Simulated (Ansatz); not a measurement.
Reaction 4 R1 → 4 P1 + P2, each structure at its B3LYP-D3(BJ)/def2-TZVP stationary point, reached from a drawn start (curvature not checked).
R1, C2H6 (SMILES CC) (charge 0, multiplicity 1):
```xyz
8

C      0.00000     0.00000     0.76306
C      0.00000     0.00000    -0.76306
H      0.00000     1.01711     1.16017
H     -0.88084    -0.50856     1.16017
H      0.88084    -0.50856     1.16017
H      0.00000    -1.01711    -1.16017
H     -0.88084     0.50856    -1.16017
H      0.88084     0.50856    -1.16017
```
P1, CH4 (SMILES C) (charge 0, multiplicity 1):
```
atom    x (Å)    y (Å)    z (Å)
----  -------  -------  -------
C      0.0000   0.0000   0.0000
H      0.6289   0.6289   0.6289
H     -0.6289  -0.6289   0.6289
H      0.6289  -0.6289  -0.6289
H     -0.6289   0.6289  -0.6289
```
P2, C4H8 (SMILES C1CCC1) (charge 0, multiplicity 1):
| atom | x (Å) | y (Å) | z (Å) |
|---|---|---|---|
| C | 0.3016 | 0.8778 | -0.5681 |
| C | 1.0412 | -0.2798 | 0.1482 |
| C | -0.3150 | -0.7139 | 0.7585 |
| C | -1.0277 | 0.1159 | -0.3386 |
| H | 0.3404 | 1.7988 | 0.0155 |
| H | 0.5867 | 1.1050 | -1.5952 |
| H | 1.4136 | -1.0177 | -0.5640 |
| H | 1.8477 | -0.0208 | 0.8338 |
| H | -0.5312 | -1.7809 | 0.8100 |
| H | -0.4650 | -0.2804 | 1.7484 |
| H | -1.2889 | -0.5008 | -1.1999 |
| H | -1.9032 | 0.6966 | -0.0487 |

P less R. No zero-point or thermal terms.

Frozen-core correlation throughout.

Programs: Ansatz (Gaussian basis) for Hartree–Fock, density functionals and correlated methods. All values are computed, each at the level named.

Total energies in hartree:

| structure | PBE/def2-TZVPP | r2SCAN/def2-TZVPP | CCSD(T)/cc-pVTZ |
|---|---|---|---|
| R1 | -79.732725 | -79.800205 | -79.674439 |
| P1 | -40.464286 | -40.500875 | -40.438100 |
| P2 | -157.042429 | -157.164540 | -156.913414 |

**Question.** Work out the reaction energy at each level in kcal/mol (1 hartree = 627.50947 kcal/mol), and say how far PBE/def2-TZVPP lies from CCSD(T)/cc-pVTZ.

**Answer.** 
- PBE/def2-TZVPP: 4 × (-40.464286) + (-157.042429) − 4 × (-79.732725) = 0.031327 hartree = 19.66 kcal/mol
- r2SCAN/def2-TZVPP: 4 × (-40.500875) + (-157.164540) − 4 × (-79.800205) = 0.032780 hartree = 20.57 kcal/mol
- CCSD(T)/cc-pVTZ: 4 × (-40.438100) + (-156.913414) − 4 × (-79.674439) = 0.031942 hartree = 20.04 kcal/mol
PBE/def2-TZVPP less CCSD(T)/cc-pVTZ: -0.38 kcal/mol. CCSD(T)/cc-pVTZ is the level counted from, the highest shown, and no exact or measured value.

Ansatz is an electronic-structure program.
